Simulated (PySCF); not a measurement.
Species: C7H6N2S.
Structure used (PBE0-D3(BJ)/def2-SVP), in Å, numbered top down from 1:
```
atom  x, y, z in Å
N1    -3.1776   -1.6263   -0.3236
C2    -1.9194   -1.4476   -0.3637
C3    -1.1538   -0.2064   -0.2043
C4    -1.6786    1.0499    0.0272
S5    -0.4954    2.2967    0.1615
C6     0.7875    1.1676   -0.0893
C7     2.2036    1.1006   -0.1764
C8     2.4954   -0.2288   -0.4061
N9     1.3322   -0.9582   -0.4611
C10    0.2726   -0.1173   -0.2680
H11   -3.6625   -0.7380   -0.1525
H12   -1.3032   -2.3468   -0.5434
H13   -2.7322    1.3107    0.1262
H14    2.9261    1.9074   -0.0848
H15    3.4615   -0.7121   -0.5354
H16    1.2804   -1.9539   -0.6181
```

Computed with PySCF at wB97X-D/def2-SVPD, non-relativistic, on one gas-phase PBE0-D3(BJ)/def2-SVP geometry that isn't relaxed in the solvent. The solvent is an IEF-PCM continuum (cavity from Bondi-type radii × 1.2), and excitations are vertical TDDFT with non-equilibrium linear response and a frozen core. The model holds no explicit solvent molecules, cavitation or dispersion.

Gas-phase singlets (H = HOMO, L = LUMO):

| state | E (eV) | λ (nm) | f | leading configurations |
| --- | --- | --- | --- | --- |
| S1 | 4.416 | 281 | 0.089 | H→L 94% |
| S2 | 4.793 | 259 | 0.194 | H-1→L 92% |
| S3 | 4.823 | 257 | 0.003 | H-2→L 88%, H-2→L+2 8% |
| S4 | 5.765 | 215 | 0.000 | H→L+1 75% |
| S5 | 5.972 | 208 | 0.365 | H→L+2 84%, H-3→L 8% |

Task: Give the list for chloroform (ε = 4.711), n² = 2.09.

Result: 
```json
{"state": "S1", "E (eV)": "4.273", "λ (nm)": "290", "f": "0.122", "leading configurations": "H→L 95%", "change by rank (eV)": "-0.143"}
{"state": "S2", "E (eV)": "4.665", "λ (nm)": "266", "f": "0.267", "leading configurations": "H-1→L 95%", "change by rank (eV)": "-0.128"}
{"state": "S3", "E (eV)": "4.950", "λ (nm)": "250", "f": "0.004", "leading configurations": "H-3→L 90%", "change by rank (eV)": "+0.127"}
{"state": "S4", "E (eV)": "5.821", "λ (nm)": "213", "f": "0.000", "leading configurations": "H→L+1 82%", "change by rank (eV)": "+0.056"}
{"state": "S5", "E (eV)": "5.872", "λ (nm)": "211", "f": "0.488", "leading configurations": "H→L+2 78%, H-2→L 16%", "change by rank (eV)": "-0.100"}
```

Task: The ground-state energy changes by -0.329 eV from gas to chloroform. By how much does the total energy of gas-phase S1 change?

Result: E(S1) = E(S0) + excitation energy, so it changes by -0.329 − 0.143 = -0.472 eV: it is lowered more than the ground state, which is what a red shift means. This is the vertical state, with the slow part of the continuum still set for S0.

Task: How do the frontier levels move from gas to chloroform?

Result: 
| orbital | gas (eV) | solvent (eV) | change (eV) | Löwdin shares, gas | Löwdin shares, solvent |
| --- | --- | --- | --- | --- | --- |
| LUMO+2 | 2.03 | 2.16 | +0.13 | C8 18 %, N9 13 %, C10 13 %, C7 10 % | C8 17 %, N9 13 %, C10 13 %, C2 10 % |
| LUMO+1 | 1.84 | 2.03 | +0.19 | S5 48 %, H16 11 %, C8 8 %, C6 4 % | S5 66 %, C4 6 %, C6 5 % |
| LUMO | 0.13 | 0.15 | +0.02 | C4 21 %, N1 18 %, C2 18 %, C3 14 % | C4 21 %, C2 19 %, N1 18 %, C3 14 % |
| HOMO | -7.91 | -7.81 | +0.10 | C8 18 %, C4 18 %, C7 14 %, C3 11 % | C8 19 %, C4 17 %, C7 15 %, C3 10 % |
| HOMO-1 | -8.49 | -8.40 | +0.09 | S5 28 %, N9 15 %, C6 14 %, C10 13 % | S5 28 %, N9 16 %, C6 14 %, C10 12 % |
| HOMO-2 | -9.76 | -9.84 | -0.08 | N1 62 %, C2 15 %, H11 8 %, C3 7 % | C7 20 %, C6 14 %, N1 11 %, C3 10 % |
| HOMO-3 | -9.91 | -9.90 | +0.01 | C7 21 %, C6 14 %, N1 12 %, N9 10 % | N1 60 %, C2 15 %, H11 8 %, C3 7 % |

The HOMO–LUMO gap goes from 8.04 to 7.96 eV. Rows go by rank; for HOMO-3, HOMO-2, LUMO+1 and LUMO+2 the atom shares or the degeneracy differ between the runs, so the row needn't follow one orbital.

Cost: about 2.3 min of CPU time on one thread; the machine was shared, so the figure is rough. This is the whole response run at wB97X-D/def2-SVPD in chloroform, SCF included.

The pairwise dispersion term of wB97X-D wasn't added to the energies; at a given geometry it leaves orbitals and properties as they are.
